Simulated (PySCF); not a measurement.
```xyz
8

B      1.2795    -0.1274     0.0662
C     -0.1408    -0.1032    -0.5298
C     -1.1922     0.1872     0.2437
H      1.4145     0.1173     1.2248
H      2.2353    -0.3819    -0.5953
H     -0.3268    -0.3176    -1.5785
H     -1.0589     0.4086     1.2976
H     -2.2103     0.2164    -0.1313
```

Charge 0, multiplicity 1.

Question: Give the Mulliken and meta-Löwdin atomic charges from M06-2X/def2-TZVP in PySCF.

Answer: 
```
atom  Mulliken (e)  meta-Löwdin (e)
----  ------------  ---------------
B1            0.00             0.00
C2           -0.20            -0.21
C3           -0.20            -0.16
H4            0.00             0.00
H5            0.01             0.01
H6            0.13             0.11
H7            0.14             0.12
H8            0.14             0.12
```
